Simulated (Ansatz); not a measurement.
Computed with Ansatz on PBE0-D4/def2-TZVP structures; ΔE is electronic, products minus reactants. CBS: MP2 limit from def2 TZ/QZ plus the TZ coupled-cluster correction, frozen cores. Functionals use def2-TZVPP. HSE06 is defined as in plane-wave codes. For Ge outer-core shells are correlated without core-valence functions, which leaves a few kJ/mol of doubt a bond. Scalar relativity is left out up to krypton. One conformer a species, not always the lowest.

Consider the cleavage of the Ge–Si bond: `[GeH3][SiH2][SiH2][SiH2][GeH3]` + `CNC` → `C[N](C)[GeH3]` + `[SiH3][SiH2][SiH2][GeH3]`.

CCSD(T)/CBS gives +0.29 eV.

Problem. Another level gave +0.21 eV. Which?
A. ωB97M-V/def2-TZVPP
B. MP2/def2-TZVPP
C. HSE06/def2-TZVPP
D. HF/def2-TZVPP

Solution. B. MP2/def2-TZVPP 0.21, ωB97M-V 0.29, HSE06 0.39, HF/def2-TZVPP 0.16 eV.

Largest T1 diagnostic among the species: 0.013.

In def2-TZVPP, CCSD(T) changes the Hartree–Fock value by +0.10 eV (the triples alone add +0.01 eV) and MP2 by +0.06 eV. Leaving LDA and LC-ωPBE aside and taking each functional with its dispersion term where it has one, the values, not all of them listed here, spread over 0.18 eV, from B2PLYP to PBE-D4.
